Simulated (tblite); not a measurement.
Compound: C₄H₁₄AlAs.
Bonds: C1–C2, C2–C3, C3–As4, As4–Al5, Al5–C6. Hydrogens: H7, H8, H9 on C1; H10, H11 on C2; H12, H13 on C3; H14, H15 on As4; H16, H17 on Al5; H18, H19, H20 on C6.

Computed with GFN2-xTB (tblite), gas phase: L-BFGS steps from a force-field or distance-geometry start until the largest atomic force falls under 0.01 eV/Å.

Step 22: E = -520.1939 eV
```
atom  x, y, z in Å  |  force x, y, z in eV/Å
C1     -2.4017    0.8509   -0.0568   -0.051   0.017   0.036
C2     -2.4958   -0.6667   -0.2624    0.024  -0.088  -0.061
C3     -1.1992   -1.2640   -0.8071    0.066  -0.041   0.017
As4     0.4012   -0.7588    0.2632   -0.088  -0.058   0.052
Al5     2.0149    1.1297   -0.6881   -0.113  -0.019  -0.145
C6      3.6452    0.6997    0.3706   -0.024  -0.004   0.020
H7     -3.1679    1.3761   -0.6238    0.036  -0.023   0.013
H8     -1.4266    1.2285   -0.3791   -0.014  -0.024  -0.016
H9     -2.5344    1.1043    0.9945    0.043   0.034  -0.016
H10    -2.7415   -1.1627    0.6839    0.030   0.073  -0.056
H11    -3.3023   -0.8989   -0.9653    0.009   0.007   0.044
H12    -1.0179   -0.8979   -1.8235   -0.016   0.011   0.010
H13    -1.2745   -2.3583   -0.8552   -0.003   0.124   0.001
H14     0.9822   -2.1384    0.3246    0.020   0.047   0.032
H15    -0.2282   -0.9461    1.6183    0.029  -0.072  -0.054
H16     1.7913    0.6305   -2.1708    0.020  -0.030   0.094
H17     1.0244    2.2828   -0.3102    0.016   0.045   0.033
H18     4.5899    1.1275    0.0164    0.007   0.013  -0.011
H19     3.8155   -0.3852    0.4448   -0.002  -0.008   0.000
H20     3.5202    1.0578    1.4034    0.013  -0.006   0.005
```

Step 23: E = -520.1967 eV
```
atom  x, y, z in Å  |  force x, y, z in eV/Å
C1     -2.3985    0.8517   -0.0574   -0.038  -0.011   0.018
C2     -2.4929   -0.6685   -0.2617    0.012  -0.021  -0.050
C3     -1.1961   -1.2670   -0.8076   -0.004   0.002   0.006
As4     0.3945   -0.7581    0.2695   -0.056  -0.061   0.062
Al5     2.0100    1.1303   -0.6891   -0.063  -0.018  -0.109
C6      3.6440    0.7054    0.3669   -0.019  -0.023   0.024
H7     -3.1666    1.3759   -0.6234    0.039  -0.032   0.020
H8     -1.4242    1.2311   -0.3846   -0.044  -0.044   0.004
H9     -2.5297    1.1060    0.9944    0.055   0.029  -0.037
H10    -2.7381   -1.1609    0.6875    0.047   0.072  -0.081
H11    -3.3036   -0.8996   -0.9604    0.029   0.004   0.038
H12    -1.0092   -0.8961   -1.8215   -0.040   0.007   0.010
H13    -1.2802   -2.3597   -0.8624    0.031   0.106   0.013
H14     0.9857   -2.1328    0.3239    0.027   0.038   0.034
H15    -0.2420   -0.9598    1.6186    0.037  -0.070  -0.042
H16     1.7926    0.6214   -2.1674    0.000  -0.030   0.079
H17     1.0285    2.2871   -0.3065   -0.006   0.049   0.021
H18     4.5937    1.1270    0.0178   -0.017   0.019  -0.011
H19     3.8084   -0.3805    0.4391    0.000  -0.024  -0.005
H20     3.5184    1.0576    1.4017    0.011   0.009   0.004
```

Step 24: E = -520.1988 eV
```
atom  x, y, z in Å  |  force x, y, z in eV/Å
C1     -2.3966    0.8518   -0.0577   -0.010  -0.029  -0.005
C2     -2.4904   -0.6698   -0.2620   -0.001   0.047  -0.025
C3     -1.1937   -1.2687   -0.8078   -0.051   0.049  -0.007
As4     0.3886   -0.7584    0.2748   -0.010  -0.036   0.052
Al5     2.0055    1.1308   -0.6921   -0.009  -0.011  -0.030
C6      3.6428    0.7091    0.3645   -0.020  -0.030   0.011
H7     -3.1651    1.3755   -0.6228    0.022  -0.029   0.014
H8     -1.4234    1.2320   -0.3885   -0.049  -0.051   0.012
H9     -2.5252    1.1081    0.9939    0.055   0.020  -0.036
H10    -2.7347   -1.1583    0.6888    0.052   0.049  -0.068
H11    -3.3043   -0.9003   -0.9562    0.030  -0.004   0.014
H12    -1.0035   -0.8946   -1.8198   -0.048   0.009  -0.001
H13    -1.2837   -2.3589   -0.8673    0.050   0.053   0.019
H14     0.9884   -2.1278    0.3245    0.035   0.018   0.032
H15    -0.2513   -0.9718    1.6178    0.028  -0.070  -0.009
H16     1.7934    0.6139   -2.1638   -0.020  -0.036   0.041
H17     1.0310    2.2913   -0.3033   -0.016   0.043   0.004
H18     4.5961    1.1269    0.0186   -0.045   0.017  -0.009
H19     3.8034   -0.3776    0.4351    0.000  -0.027  -0.008
H20     3.5175    1.0575    1.4006    0.006   0.017  -0.002
```

Problem. Estimate the geometry and energy of step 25. (The exact step hangs on the optimiser's Hessian estimate; all steps are aligned on step 24, rigid shifts and turns removed.)

Solution. E = -520.2003 eV, largest force 0.092 eV/Å
```
atom  x, y, z in Å  |  force x, y, z in eV/Å
C1     -2.3956    0.8513   -0.0579    0.012  -0.025  -0.021
C2     -2.4887   -0.6700   -0.2627   -0.008   0.076  -0.003
C3     -1.1927   -1.2688   -0.8079   -0.053   0.074  -0.015
As4     0.3845   -0.7589    0.2791    0.024  -0.002   0.030
Al5     2.0025    1.1314   -0.6950    0.023  -0.001   0.045
C6      3.6419    0.7110    0.3631   -0.021  -0.028  -0.002
H7     -3.1636    1.3748   -0.6221   -0.005  -0.016   0.002
H8     -1.4237    1.2313   -0.3909   -0.028  -0.042   0.005
H9     -2.5211    1.1100    0.9930    0.046   0.010  -0.019
H10    -2.7315   -1.1557    0.6884    0.044   0.020  -0.031
H11    -3.3043   -0.9010   -0.9533    0.014  -0.008  -0.016
H12    -1.0010   -0.8934   -1.8188   -0.046   0.017  -0.016
H13    -1.2846   -2.3572   -0.8699    0.053   0.006   0.021
H14     0.9902   -2.1241    0.3257    0.043  -0.004   0.026
H15    -0.2572   -0.9817    1.6168    0.014  -0.070   0.026
H16     1.7931    0.6085   -2.1605   -0.033  -0.042   0.005
H17     1.0318    2.2949   -0.3015   -0.015   0.031  -0.011
H18     4.5973    1.1271    0.0193   -0.064   0.012  -0.010
H19     3.8004   -0.3764    0.4325    0.000  -0.024  -0.008
H20     3.5172    1.0577    1.3999   -0.001   0.017  -0.007
```

The energy changes by -0.0015 eV. The first-order estimate −F·Δx gives -0.0020 eV and the mean of the old and new forces, exact on a quadratic surface, -0.0015 eV. The step makes an angle of 65° with the force vector and moves no atom by more than 0.012 Å.

What follows is the cost of the whole relaxation. On one thread of an Arm Neoverse V1, no GPU, shared host with 64 logical CPUs at a one-minute load of 59, this took 1.3 s of wall time.
